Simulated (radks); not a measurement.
The nuclear charge of neutral nitrogen is varied continuously with 7 electrons held in [He] 2s2 2p3. Method: scalar-relativistic Kohn-Sham, LDA (Slater exchange, Perdew-Wang correlation), spin-polarised, spherical densities, point nucleus; open shells are filled with parallel spins first; computed with a radial shooting solver on a logarithmic mesh with Libxc functionals. By the Hellmann-Feynman theorem dE/dZ = E(electron-nucleus)/Z, the electronic potential at the nucleus. The scalar-relativistic energy here is not variational (the density holds large components alone), so the two differ by a part that grows with Z.

Z    E (hartree)  E(electron-nucleus)/Z (hartree)  HOMO  e(HOMO) (eV)  <r> HOMO (bohr)
6.8    -50.57859                         -17.6064    2p        -5.674            1.534
7      -54.16577                         -18.2638    2p        -8.390            1.430
7.2    -57.88434                         -18.9202    2p       -11.411            1.341
7.4    -61.73415                         -19.5760    2p       -14.731            1.264
7.6    -65.71508                         -20.2313    2p       -18.343            1.197
7.8    -69.82705                         -20.8862    2p       -22.244            1.137
8      -74.07000                         -21.5409    2p       -26.431            1.083

The central difference of E at Z = 7 is -18.264 hartree, to compare with the third column; the second derivative is -3.28 hartree.
